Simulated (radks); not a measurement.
The arsenic anion As3-, [Kr], held by a Watson sphere: a shell of charge +3 at radius R that stands for the Madelung well of a crystal (potential energy -3/R inside, -3/r outside, in hartree with lengths in bohr). Method: scalar-relativistic Kohn-Sham, LB94 model potential, spin-unpolarised, spherical densities, finite nucleus; Fermi nuclear charge, rms radius of each element as measured or else 0.836 A^(1/3) + 0.57 fm; computed with a radial shooting solver on a logarithmic mesh with Libxc functionals. Response by self-consistent Sternheimer equations with the Hartree and adiabatic LDA kernel, the relativistic mass of each level held fixed and spin-orbit coupling left out. The sphere does not respond.

| R (bohr) | e(3d) (eV) | e(4s) (eV) | e(4p) (eV) | <r> 4p (bohr) | sum of <r^2> (bohr^2) | X-ray form factor at sin(theta)/lambda = 0.1 1/angstrom | alpha (bohr^3) |
|---|---|---|---|---|---|---|---|
| 2.52 | -47.615 | -19.863 | -10.875 | 2.544 | 63.81 | 32.189 | 43.51 |
| 2.58 | -47.468 | -19.632 | -10.708 | 2.568 | 64.77 | 32.150 | 45.40 |
| 3.3 | -46.105 | -17.333 | -8.841 | 2.842 | 76.41 | 31.731 | 75.48 |
| 3.69 | -45.508 | -16.396 | -7.963 | 2.978 | 82.77 | 31.546 | 98.53 |
| 4.18 | -44.835 | -15.445 | -7.001 | 3.139 | 90.86 | 31.352 | 136.0 |
| 4.65 | -44.262 | -14.710 | -6.211 | 3.282 | 98.79 | 31.205 | 182.8 |
| 4.88 | -44.006 | -14.400 | -5.868 | 3.349 | 102.7 | 31.145 | 210.5 |
| 5.1 | -43.775 | -14.129 | -5.562 | 3.411 | 106.6 | 31.095 | 240.3 |
| 5.13 | -43.744 | -14.093 | -5.522 | 3.419 | 107.1 | 31.089 | 244.7 |
